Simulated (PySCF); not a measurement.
O₄Os, singlet, geometry from GFN2-xTB (such geometries of metal compounds can be far from the true shape) (core potentials on Os), with bond 2-1 at 2.2 times its length; PBE0/def2-SVP (PySCF).

Here is a job for PySCF.
```python
from pyscf import gto, scf, dft

mol = gto.M(
    atom='''
Os    0.00000000   -0.00000000    0.00000000
O     2.44814724    1.44838327   -2.14591883
O     0.73850384   -0.82037554    1.18523383
O    -0.93629128   -1.00940387   -0.85302150
O    -0.91500677    1.17142338    0.64320532
''',
    basis='def2-svp',
    ecp={'Os': 'def2-svp'},
    verbose=4,
)

mf = dft.RKS(mol)
mf.xc = 'pbe0'
mf.kernel()
mo_i, mo_e, stable_i, stable_e = mf.stability(internal=True, external=True, return_status=True, nroots=6, tol=1e-6)
print('internally stable:', stable_i, ' externally stable:', stable_e)
if not stable_e:
    umf = mf.to_uhf() if not hasattr(mf, 'xc') else mf.to_uks()
    umf.scf_summary = {}
    umf.kernel(umf.make_rdm1(mo_e, umf.mo_occ))
```

It wrote (shortened):

```
PySCF version 2.14.0

[INPUT] verbose = 4
[INPUT] num. atoms = 5
[INPUT] num. electrons = 48
[INPUT] charge = 0
[INPUT] spin (= nelec alpha-beta = 2S) = 0
[INPUT] symmetry False subgroup None
[INPUT] Mole.unit = angstrom
[INPUT] Symbol           X                Y                Z      unit          X                Y                Z       unit  Magmom
[...]
nuclear repulsion = 206.096090852541
number of shells = 36
number of NR pGTOs = 153
number of NR cGTOs = 88
basis = def2-svp
ecp = {'Os': 'def2-svp'}

******** <class 'pyscf.dft.rks.RKS'> ********
method = RKS
initial guess = minao
damping factor = 0
level_shift factor = 0
DIIS = <class 'pyscf.scf.diis.CDIIS'>
diis_start_cycle = 1
diis_space = 8
diis_damp = 0
SCF conv_tol = 1e-09
SCF conv_tol_grad = None
SCF max_cycles = 50
direct_scf = True
direct_scf_tol = 1e-13
XC library pyscf.dft.libxc version 7.1.2
    S. Lehtola, C. Steigemann, M. J. T. Oliveira, and M. A. L. Marques,  SoftwareX 7, 1–5 (2018)
XC functionals = pbe0
    C. Adamo and V. Barone,  J. Chem. Phys. 110, 6158 (1999)
    M. Ernzerhof and G. E. Scuseria,  J. Chem. Phys. 110, 5029 (1999)
radial grids:
    Treutler-Ahlrichs [JCP 102, 346 (1995); DOI:10.1063/1.469408] (M4) radial grids

becke partition: Becke, JCP 88, 2547 (1988); DOI:10.1063/1.454033
pruning grids: <function nwchem_prune>
grids dens level: 3
symmetrized grids: False
atomic radii adjust function: <function treutler_atomic_radii_adjust>
small_rho_cutoff = 0
Set gradient conv threshold to 3.16228e-05
Initial guess from minao.
tot grids = 80640
init E= -378.750527978764
cycle= 1 E= -390.418628989331  delta_E= -11.7  |g|= 1.24  |ddm|= 8.27
cycle= 2 E= -388.312731991832  delta_E= 2.11  |g|= 3.34  |ddm|= 3.63
cycle= 3 E= -389.953796506706  delta_E= -1.64  |g|= 1.47  |ddm|= 3.77
cycle= 4 E= -390.693186991008  delta_E= -0.739  |g|= 0.252  |ddm|=    2
cycle= 5 E= -390.705349455556  delta_E= -0.0122  |g|= 0.164  |ddm|= 0.362
cycle= 6 E= -390.710590557952  delta_E= -0.00524  |g|= 0.0322  |ddm|= 0.149
cycle= 7 E= -390.710993666867  delta_E= -0.000403  |g|= 0.00724  |ddm|= 0.0569
cycle= 8 E= -390.710998810033  delta_E= -5.14e-06  |g|= 0.00505  |ddm|= 0.0149
cycle= 9 E= -390.711004805832  delta_E= -6e-06  |g|= 0.00238  |ddm|= 0.00451
cycle= 10 E= -390.711005726363  delta_E= -9.21e-07  |g|= 0.00153  |ddm|= 0.00189
cycle= 11 E= -390.711006458322  delta_E= -7.32e-07  |g|= 0.000162  |ddm|= 0.00263
cycle= 12 E= -390.711006468871  delta_E= -1.05e-08  |g|= 3.84e-05  |ddm|= 0.000298
cycle= 13 E= -390.711006469468  delta_E= -5.97e-10  |g|= 1.53e-05  |ddm|= 6.77e-05
Extra cycle  E= -390.711006469161  delta_E= 3.08e-10  |g|= 3.99e-05  |ddm|= 9.02e-05
converged SCF energy = -390.711006469161
rhf_internal: lowest eigs of H = [0.01181287 0.01185144 0.37033272 0.37033528 0.46131563 0.47116748]
<class 'pyscf.dft.rks.RKS'> wavefunction is stable in the internal stability analysis
rhf_real2complex: lowest eigs of H = [-0.05541756 -0.05541343  0.05808401  0.07073335  0.07073417  0.11788086]
<class 'pyscf.dft.rks.RKS'> wavefunction has an real -> complex instability
rhf_external: lowest eigs of H = [-0.14615779 -0.14614452 -0.001792    0.03264838  0.03264906  0.11660631]
<class 'pyscf.dft.rks.RKS'> wavefunction has an RHF/RKS -> UHF/UKS instability
internally stable: True  externally stable: False

******** <class 'pyscf.dft.uks.UKS'> ********
method = UKS
initial guess = minao
damping factor = 0
level_shift factor = 0
DIIS = <class 'pyscf.scf.diis.CDIIS'>
diis_start_cycle = 1
diis_space = 8
diis_damp = 0
SCF conv_tol = 1e-09
SCF conv_tol_grad = None
SCF max_cycles = 50
direct_scf = True
direct_scf_tol = 1e-13
number electrons alpha = 24  beta = 24
XC library pyscf.dft.libxc version 7.1.2
    S. Lehtola, C. Steigemann, M. J. T. Oliveira, and M. A. L. Marques,  SoftwareX 7, 1–5 (2018)
XC functionals = pbe0
    C. Adamo and V. Barone,  J. Chem. Phys. 110, 6158 (1999)
    M. Ernzerhof and G. E. Scuseria,  J. Chem. Phys. 110, 5029 (1999)
radial grids:
[...]
cycle= 3 E= -390.781499605891  delta_E= -0.00573  |g|= 0.0192  |ddm|= 0.0915
cycle= 4 E= -390.781636794589  delta_E= -0.000137  |g|= 0.0338  |ddm|= 0.0519
cycle= 5 E= -390.782117903402  delta_E= -0.000481  |g|= 0.00522  |ddm|= 0.0293
cycle= 6 E= -390.782132212115  delta_E= -1.43e-05  |g|= 0.00108  |ddm|= 0.00612
cycle= 7 E= -390.782132737662  delta_E= -5.26e-07  |g|= 0.00117  |ddm|= 0.00225
cycle= 8 E= -390.782133209585  delta_E= -4.72e-07  |g|= 0.000656  |ddm|= 0.0012
cycle= 9 E= -390.782133451747  delta_E= -2.42e-07  |g|= 0.000192  |ddm|= 0.000647
cycle= 10 E= -390.782133562664  delta_E= -1.11e-07  |g|= 0.000152  |ddm|= 0.000494
cycle= 11 E= -390.782133656093  delta_E= -9.34e-08  |g|= 0.000148  |ddm|= 0.000389
cycle= 12 E= -390.78213381844  delta_E= -1.62e-07  |g|= 0.000149  |ddm|= 0.000674
cycle= 13 E= -390.782133887304  delta_E= -6.89e-08  |g|= 0.00015  |ddm|= 0.000285
cycle= 14 E= -390.782133933048  delta_E= -4.57e-08  |g|= 0.000148  |ddm|= 0.000188
cycle= 15 E= -390.782133989132  delta_E= -5.61e-08  |g|= 0.000147  |ddm|= 0.00023
cycle= 16 E= -390.782134085156  delta_E= -9.6e-08  |g|= 0.000147  |ddm|= 0.000393
cycle= 17 E= -390.782134760346  delta_E= -6.75e-07  |g|= 0.000148  |ddm|= 0.00276
cycle= 18 E= -390.782135602731  delta_E= -8.42e-07  |g|= 0.000147  |ddm|= 0.00346
cycle= 19 E= -390.782138426036  delta_E= -2.82e-06  |g|= 0.000147  |ddm|= 0.0117
cycle= 20 E= -390.782138627848  delta_E= -2.02e-07  |g|= 0.000146  |ddm|= 0.000844
cycle= 21 E= -390.78214092646  delta_E= -2.3e-06  |g|= 0.000146  |ddm|= 0.00968
cycle= 22 E= -390.782146894043  delta_E= -5.97e-06  |g|= 0.000236  |ddm|= 0.0259
cycle= 23 E= -390.782146340359  delta_E= 5.54e-07  |g|= 0.000164  |ddm|= 0.00255
cycle= 24 E= -390.78215385162  delta_E= -7.51e-06  |g|= 0.000431  |ddm|= 0.0346
cycle= 25 E= -390.782145944417  delta_E= 7.91e-06  |g|= 0.000235  |ddm|= 0.0363
cycle= 26 E= -390.782166206518  delta_E= -2.03e-05  |g|= 0.00138  |ddm|= 0.105
cycle= 27 E= -390.782162039042  delta_E= 4.17e-06  |g|= 0.000464  |ddm|= 0.0285
cycle= 28 E= -390.782168596274  delta_E= -6.56e-06  |g|= 0.000779  |ddm|= 0.0372
cycle= 29 E= -390.782174040058  delta_E= -5.44e-06  |g|= 0.00124  |ddm|= 0.0373
cycle= 30 E= -390.782165120443  delta_E= 8.92e-06  |g|= 0.000683  |ddm|= 0.0572
cycle= 31 E= -390.782175994942  delta_E= -1.09e-05  |g|= 0.000707  |ddm|= 0.0656
cycle= 32 E= -390.782178369594  delta_E= -2.37e-06  |g|= 0.000522  |ddm|= 0.0155
cycle= 33 E= -390.782180598379  delta_E= -2.23e-06  |g|= 0.000447  |ddm|= 0.0163
cycle= 34 E= -390.782185979879  delta_E= -5.38e-06  |g|= 0.000478  |ddm|= 0.0471
cycle= 35 E= -390.782188937211  delta_E= -2.96e-06  |g|= 0.000605  |ddm|= 0.0342
cycle= 36 E= -390.782184718362  delta_E= 4.22e-06  |g|= 0.0003  |ddm|= 0.0474
cycle= 37 E= -390.782189589594  delta_E= -4.87e-06  |g|= 0.00125  |ddm|= 0.068
cycle= 38 E= -390.782189399526  delta_E= 1.9e-07  |g|= 0.000664  |ddm|= 0.0139
cycle= 39 E= -390.782190131269  delta_E= -7.32e-07  |g|= 0.000582  |ddm|= 0.00934
cycle= 40 E= -390.782191128525  delta_E= -9.97e-07  |g|= 0.00182  |ddm|= 0.0696
cycle= 41 E= -390.782192229509  delta_E= -1.1e-06  |g|= 0.000764  |ddm|= 0.0267
cycle= 42 E= -390.782191883977  delta_E= 3.46e-07  |g|= 5.26e-05  |ddm|= 0.017
cycle= 43 E= -390.782192211569  delta_E= -3.28e-07  |g|= 3.54e-05  |ddm|= 0.00698
cycle= 44 E= -390.782192534734  delta_E= -3.23e-07  |g|= 4.79e-05  |ddm|= 0.00778
cycle= 45 E= -390.782192652632  delta_E= -1.18e-07  |g|= 2.75e-05  |ddm|= 0.00308
cycle= 46 E= -390.782192880563  delta_E= -2.28e-07  |g|= 3.38e-05  |ddm|= 0.00663
cycle= 47 E= -390.782193244898  delta_E= -3.64e-07  |g|= 4.69e-05  |ddm|= 0.0134
cycle= 48 E= -390.782193560271  delta_E= -3.15e-07  |g|= 0.000107  |ddm|= 0.0215
cycle= 49 E= -390.782193578072  delta_E= -1.78e-08  |g|= 0.000116  |ddm|= 0.00333
cycle= 50 E= -390.78219359284  delta_E= -1.48e-08  |g|= 8.25e-05  |ddm|= 0.00314
SCF not converged.
SCF energy = -390.78219359284 after 50 cycles  <S^2> = 1.0038053  2S+1 = 2.2394689
```

Convergence was not reached.
